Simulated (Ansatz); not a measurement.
Mulliken charges of GaH3SZn (`[ZnH][S][GaH2]`) from ωB97M-V/def2-TZVPP in Ansatz (PBE0-D4/def2-TZVP geometry).

```
atom   x (Å)   y (Å)   z (Å)  charge (e)
 Zn1  -1.433  -0.794  -0.882       0.291
  S2  -0.346  -1.243   0.943      -0.326
 Ga3   1.038   0.449   0.732       0.167
  H4  -2.213  -0.496  -2.165      -0.084
  H5   0.877   1.389  -0.516      -0.041
  H6   2.119   0.631   1.842      -0.007
```

Q: By hand: the dipole of these point charges (1 e Å = 4.8032 D).

A: Σ q r = (0.004, 0.229, -0.252) e Å, of length 0.341 e Å = 1.64 D.

Q: How does the dipole of the full density compare? (Estimate.)

A: Computed: (-0.002, 0.124, -0.142) e Å, 0.91 D; the point charges give 1.80 times that, at 2° from its direction.

Point charges leave out the atoms' own dipoles, such as those of lone pairs, and Mulliken's split depends on the basis, so the two needn't agree.
